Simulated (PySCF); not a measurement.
C₂H₂Cl (SMILES C=[C]Cl), doublet, at a GFN2-xTB geometry; DF-M062X/def2-TZVPD (PySCF).

Here is a job for PySCF.
```python
from pyscf import gto, scf, dft
import numpy

mol = gto.Mole()
mol.atom = '''
    C     0.10210539    0.67520826    0.00485216
    C     1.34731481    1.04507097    0.01187153
    Cl   -0.73486159   -0.75123729   -0.00767688
    H     2.19266263    0.35806744    0.01041576
    H     1.60346329    2.09129104    0.01974902
'''
mol.basis = 'def2-tzvpd'
mol.spin = 1
mol.verbose = 4
mol.build()
print('smallest overlap eigenvalue', numpy.linalg.eigvalsh(mol.intor('int1e_ovlp'))[0])

mf = dft.UKS(mol)
mf.xc = 'm062x'
mf = mf.density_fit(auxbasis='def2-universal-jkfit')
mf = scf.addons.remove_linear_dep_(mf, threshold=1e-6, lindep=1e-6)
mf.kernel()
```

Problem. Predict the main parts of the log of this PySCF run.

Solution. 
```
PySCF version 2.14.0

[INPUT] verbose = 4
[INPUT] num. atoms = 5
[INPUT] num. electrons = 31
[INPUT] charge = 0
[INPUT] spin (= nelec alpha-beta = 2S) = 1
[INPUT] symmetry False subgroup None
[INPUT] Mole.unit = angstrom
[INPUT] Symbol           X                Y                Z      unit          X                Y                Z       unit  Magmom
[INPUT]  1 C      0.102105390000   0.675208260000   0.004852160000 AA    0.192951222942   1.275958688444   0.009169253513 Bohr   0.0
[INPUT]  2 C      1.347314810000   1.045070970000   0.011871530000 AA    2.546055994470   1.974897914034   0.022433940380 Bohr   0.0
[INPUT]  3 Cl    -0.734861590000  -0.751237290000  -0.007676880000 AA   -1.388687144562  -1.419632732660  -0.014507200691 Bohr   0.0
[INPUT]  4 H      2.192662630000   0.358067440000   0.010415760000 AA    4.143531854269   0.676649395724   0.019682933779 Bohr   0.0
[INPUT]  5 H      1.603463290000   2.091291040000   0.019749020000 AA    3.030106468894   3.951967312357   0.037320239029 Bohr   0.0

nuclear repulsion = 81.4374238192745
number of shells = 52
number of NR pGTOs = 198
number of NR cGTOs = 138
basis = def2-tzvpd
ecp = {}
input.py:21: DeprecationWarning: remove_linear_dep_ is deprecated and will be removed in a future release. Linear dependency handling is now built into the SCF procedure by default. Linear dependency removal can be controlled using the following settings:
  pyscf.scf.hf.remove_overlap_zero_eigenvalue = True
  pyscf.scf.hf.overlap_zero_eigenvalue_threshold = 1e-6

  mf = scf.addons.remove_linear_dep_(mf, threshold=1e-6, lindep=1e-6)
smallest overlap eigenvalue 1.1936277592610743e-05

******** <class 'pyscf.df.df_jk.DFUKS'> ********
method = DFUKS
initial guess = minao
damping factor = 0
level_shift factor = 0
DIIS = <class 'pyscf.scf.diis.CDIIS'>
diis_start_cycle = 1
diis_space = 8
diis_damp = 0
SCF conv_tol = 1e-09
SCF conv_tol_grad = None
SCF max_cycles = 50
direct_scf = False
number electrons alpha = 16  beta = 15
XC library pyscf.dft.libxc version 7.1.2
    S. Lehtola, C. Steigemann, M. J. T. Oliveira, and M. A. L. Marques,  SoftwareX 7, 1–5 (2018)
XC functionals = m062x
    Y. Zhao and D. G. Truhlar,  Theor. Chem. Acc. 120, 215 (2008)
    Y. Zhao and D. G. Truhlar,  Theor. Chem. Acc. 120, 215 (2008)
radial grids:
    Treutler-Ahlrichs [JCP 102, 346 (1995); DOI:10.1063/1.469408] (M4) radial grids

becke partition: Becke, JCP 88, 2547 (1988); DOI:10.1063/1.454033
pruning grids: <function nwchem_prune>
grids dens level: 3
symmetrized grids: False
atomic radii adjust function: <function treutler_atomic_radii_adjust>
small_rho_cutoff = 0
Set gradient conv threshold to 3.16228e-05
tot grids = 66736
******** <class 'pyscf.df.df.DF'> ********
auxbasis = def2-universal-jkfit
init E= -537.90154786873

cycle= 1 E= -537.472357916077  delta_E= 0.429  |g|= 0.199  |ddm|= 1.31
cycle= 2 E= -537.475330704967  delta_E= -0.00297  |g|= 0.21  |ddm|= 0.74
cycle= 3 E= -537.495792997355  delta_E= -0.0205  |g|= 0.04  |ddm|= 0.187
cycle= 4 E= -537.497124382116  delta_E= -0.00133  |g|= 0.013  |ddm|= 0.0851
cycle= 5 E= -537.497414115576  delta_E= -0.00029  |g|= 0.0055  |ddm|= 0.042
cycle= 6 E= -537.497488986453  delta_E= -7.49e-05  |g|= 0.00254  |ddm|= 0.0247
cycle= 7 E= -537.497504987338  delta_E= -1.6e-05  |g|= 0.00158  |ddm|= 0.0109
cycle= 8 E= -537.497509651536  delta_E= -4.66e-06  |g|= 0.000562  |ddm|= 0.00609
cycle= 9 E= -537.49751088976  delta_E= -1.24e-06  |g|= 0.000197  |ddm|= 0.00442
cycle= 10 E= -537.497511025364  delta_E= -1.36e-07  |g|= 7.86e-05  |ddm|= 0.00157
cycle= 11 E= -537.497511035367  delta_E= -1e-08  |g|= 2.32e-05  |ddm|= 0.000391
cycle= 12 E= -537.497511036626  delta_E= -1.26e-09  |g|= 1.3e-05  |ddm|= 0.000141
cycle= 13 E= -537.497511036741  delta_E= -1.14e-10  |g|= 6.27e-06  |ddm|= 3.15e-05
Extra cycle  E= -537.497511036738  delta_E= 2.16e-12  |g|= 8.12e-06  |ddm|= 1.63e-05
converged SCF energy = -537.497511036738  <S^2> = 0.76328193  2S+1 = 2.0132381
```
